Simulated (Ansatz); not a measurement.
Ti(OH)F3 (TiOF₃H), relaxed as a singlet with RKS PBE-D4/def2-SVP in Ansatz, starting from the GFN2-xTB geometry. Force threshold 0.02 eV/Å.

Start:

```xyz
6

Ti    0.065   -0.403    0.002
O    -0.194    1.250   -0.005
H    -0.350    2.196   -0.012
F     0.006   -1.044   -1.579
F    -1.118   -1.210    0.932
F     1.592   -0.788    0.661
```

Question: Estimate the energy that the relaxation releases and the steps that it takes.

Answer: 26.9 kJ/mol, in 20 steps; 21 s on 4 threads of Arm Neoverse V1 on a shared host. The force fell under the threshold at step 4, but the optimiser went on and released 0.021 eV more. No frequencies were taken in this run, so the end may be a saddle point.

Question: Does the start keep its bonding and symmetry?

Answer: By distances, no bond broke or formed. The bond that changes most is Ti1–O2, from 1.67 to 1.77 Å (atoms count from 1). Point group Cs at the start, Cs at the end, both within 0.05 Å.

Question: Predict the relaxed structure.

Answer: 
```xyz
6

Ti    0.132   -0.412    0.032
O     0.031    1.357    0.103
H    -0.620    2.037   -0.142
F    -0.030   -0.947   -1.630
F    -1.188   -1.116    0.946
F     1.674   -0.919    0.691
```
Bond lengths: 3 × F–Ti 1.75 Å; 1 × O–Ti 1.77 Å; 1 × H–O 0.97 Å.
